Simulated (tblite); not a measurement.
Isomers of C8H15P. Calculated harmonic vibrations of the isolated species, GFN2-xTB (tblite), most abundant isotopes, no scaling. Errors from tens to a few hundred cm⁻¹ against measured bands are possible. Modes of hydrogen on phosphorus can be 10 to 20 % off. One conformer each.

Electronic energies: GFN2-xTB at the same geometries; isomer energies are rough at this level and their order can be wrong.

```
                  SMILES  electronic energy, lowest = 0 (kcal/mol)
C=C[C@@H]1CP(C)[C@@H]1CC                                      19.3
 C=C[C@@H]1C[C@H](C)CCP1                                       5.3
          CCCP1CC=C(C)C1                                       0.0
         C=CP(/C=C/C)CCC                                      35.7
        C#CP(C(C)C)C(C)C                                      40.4
```

How do GFN2-xTB zero-point energies change the relative energies?

| SMILES | ZPE (kcal/mol) | of it from modes above 1550 cm⁻¹ | electronic (kcal/mol) | with ZPE, lowest = 0 (kcal/mol) | lowest mode (cm⁻¹) | rings |
| --- | --- | --- | --- | --- | --- | --- |
| CCCP1CC=C(C)C1 | 130.3 | 66.5 | 0.0 | 0.0 | 48 | 1 |
| C=C[C@@H]1C[C@H](C)CCP1 | 130.5 | 65.5 | 5.3 | 5.6 | 77 | 1 |
| C=C[C@@H]1CP(C)[C@@H]1CC | 129.9 | 66.9 | 19.3 | 18.9 | 52 | 1 |
| C=CP(/C=C/C)CCC | 128.2 | 69.4 | 35.7 | 33.6 | 33 | 0 |
| C#CP(C(C)C)C(C)C | 128.6 | 68.0 | 40.4 | 38.7 | 60 | 0 |

The zero-point energies span 2.3 kcal/mol, from `C=CP(/C=C/C)CCC` to `C=C[C@@H]1C[C@H](C)CCP1`. The order is unchanged.

What do entropy and thermal enthalpy add at 298.15 K and 1 bar (rigid rotor, harmonic oscillator, one conformer each)?

```
                  SMILES  point group  symmetry number  S (cal/(mol K))  H − H(0) (kcal/mol)  ZPE + H − H(0) − TS (kcal/mol)
          CCCP1CC=C(C)C1           C1                1            103.7                 7.61                           107.0
 C=C[C@@H]1C[C@H](C)CCP1           C1                1             97.4                 6.98                           108.5
C=C[C@@H]1CP(C)[C@@H]1CC           C1                1            104.2                 7.71                           106.6
         C=CP(/C=C/C)CCC           C1                1            113.2                 8.65                           103.1
        C#CP(C(C)C)C(C)C           C1                1            109.8                 8.71                           104.6
```
